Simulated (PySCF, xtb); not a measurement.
Mg(Br)(OMe) (CH₃BrMgO), SMILES C[O][Mg][Br].

GFN2-xTB in xtb at its own geometry gives an orbital gap of 1.85 eV and a dipole moment of 2.68 D.

Geometry optimised at PBE-D3(BJ)/def2-SVP. The structure was generated by enumeration; whether it is a known compound was not checked. The values are those of a single conformer.

### Question
What does PBE/def2-TZVPD (PySCF) give? (An estimate is asked for; the answer gives what the named calculation found.)

### Answer
gap 3.63 eV (levels -5.94 and -2.31 eV), dipole 1.39 D.
